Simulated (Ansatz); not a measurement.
CH2 (SMILES [CH2]), charge 0, multiplicity 3, relaxed at each level with Ansatz (a program for electronic structure); harmonic frequencies from differences of analytic forces, average atomic masses, frozen cores. Open shells are unrestricted.

### Question
Give the equilibrium geometry, the harmonic frequencies and the zero-point energy at wB97X-V/def2-TZVPP.

### Answer

(charge 0, multiplicity 3):
| atom | x (Å) | y (Å) | z (Å) |
|---|---|---|---|
| C | -0.0004 | 0.1045 | 0.0000 |
| H | -0.9970 | -0.3135 | 0.0000 |
| H | 0.9992 | -0.3065 | 0.0000 |
Frequencies (cm⁻¹): 1068, 3141, 3375. Zero-point energy 10.84 kcal/mol.

### Question
Give the equilibrium geometry, the harmonic frequencies and the zero-point energy at CCSD(T)/cc-pVQZ.

### Answer

(charge 0, multiplicity 3):
```xyz
3

C      0.000     0.111     0.000
H     -0.989    -0.317     0.000
H      0.991    -0.310     0.000
```
Frequencies (cm⁻¹): 1097, 3144, 3372. Zero-point energy 10.88 kcal/mol.
